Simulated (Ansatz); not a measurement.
`BC1=CB1` and `CBC1=CB1` differ in one atom or group.

Ansatz, PBE0-D4/def2-TZVP geometries, multiplicity 1. Each molecule was computed in one conformer, which needn't be the lowest.

```tsv
property	`BC1=CB1`
HOMO–LUMO gap (ωB97M-V/def2-TZVPP) / eV	11.39
LUMO energy (PBE/def2-TZVPP) / eV	-1.82
size of the dipole moment (ωB97M-V/def2-TZVPP) / D	1.68
LUMO energy (B3LYP/def2-TZVPP) / eV	-0.98
size of the dipole moment (PBE/def2-TZVPP) / D	1.66
zero-point energy (PBE0-D4/def2-TZVP) / kJ/mol	141.0
```

Task: Give the same properties after the change, and the shifts. (Best estimate.)

Result: Ansatz gave: 
| property | `CBC1=CB1` | shift |
| --- | --- | --- |
| HOMO–LUMO gap (ωB97M-V/def2-TZVPP) / eV | 11.03 | -0.36 |
| LUMO energy (PBE/def2-TZVPP) / eV | -1.78 | 0.04 |
| size of the dipole moment (ωB97M-V/def2-TZVPP) / D | 0.94 | -0.74 |
| LUMO energy (B3LYP/def2-TZVPP) / eV | -1.02 | -0.04 |
| size of the dipole moment (PBE/def2-TZVPP) / D | 0.97 | -0.69 |
| zero-point energy (PBE0-D4/def2-TZVP) / kJ/mol | 214.8 | 73.8 |

With PBE0 the HOMO rises by 0.28 eV and the LUMO falls by 0.05 eV, so the gap narrows by about 0.33 eV. PBE moves the HOMO by 0.38 eV and ωB97M-V by 0.21 eV. The zero-point energy changes by 73.8 kJ/mol with +9 modes. Dipoles are sizes alone; their direction can turn.

B3LYP here is the variant with VWN-RPA as its local correlation; programs differ in this.
